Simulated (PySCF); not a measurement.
NMR data simulated for an unnamed compound:

¹H NMR (400 MHz, computed): δ 6.92 (m, 2H), 6.55 (d, 2H), 3.65 (s, 6H).

¹³C{¹H} NMR (computed): δ 154.0 (C), 124.6 (CH), 112.2 (CH), 53.5 (CH3).

PySCF 2.14 calculation with geometry from PBE0-D3(BJ)/def2-SVP and NMR shieldings at PBE0/pcSseg-1/GIAO; in vacuum, one computed conformer, relativity neglected, rapidly exchanging positions averaged.

Shifts are taken against calculated references (same method and geometry level): TMS for ¹H and ¹³C.

Question: Which of these does the molecule contain: a methoxy group, a benzene ring, a nitrile, an NH or NH2 group, an amide?

Answer: 
- A methoxy group: yes (δC 53.5; δH 3.65 (s)).
- A benzene ring: yes.
- A nitrile: no.
- An NH or NH2 group: no.
- An amide: no.

The data belong to 1,2-dimethoxybenzene, C8H10O2; they needn't prove each group on their own.

Carbon signals by region: 3 in the sp2 and nitrile region (100–160 ppm), 1 at 50–100 ppm.

Shifts are as computed. Against solution values, carbons near 30 ppm lie about +2 ppm off and those near 130 ppm about +5 ppm. Of 1211 compounds with measured shifts, 218 miss one by over three times the rms of a fit or turn the order of signals round; such compounds aren't used in these exercises. Multiplicities follow the n + 1 count of equivalent neighbours, as no J values were calculated; m marks all less simple cases, F and P coupling included.
